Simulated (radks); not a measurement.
Question: These are the eigenvalues of the occupied orbitals of an atom or ion with whole-number occupations (hartree). All-electron calculation, scalar-relativistic Kohn-Sham, r2SCAN, spin-polarised, spherical densities, finite nucleus; meta-GGA in the generalised Kohn-Sham scheme; Fermi nuclear charge, rms radius of each element as measured or else 0.836 A^(1/3) + 0.57 fm. Program: a radial shooting solver on a logarithmic mesh with Libxc functionals.

orbital  eigenvalue
1s        -1166.016
2s        -180.7815
2p        -162.3395
3s        -37.50385
3p        -31.46784
3d        -22.35745
4s         -7.78474
4p         -5.90395
4d         -3.14615
5s         -1.95965

Which element is it, and in what charge state? The configuration may be excited. Open shells, if any, are filled with parallel spins first.

Answer: Z = 52, tellurium, charge +4: Te4+ in [Kr] 4d10 5s2. The list shows which subshells hold electrons but not how many an open one holds; the 1s level, -1166 hartree, gives Z - s = 48.3 by -(Z - s)^2/2, which with screening and relativity narrows Z to a few neighbours, and the depths of the outer levels then fix element, charge and occupations together.
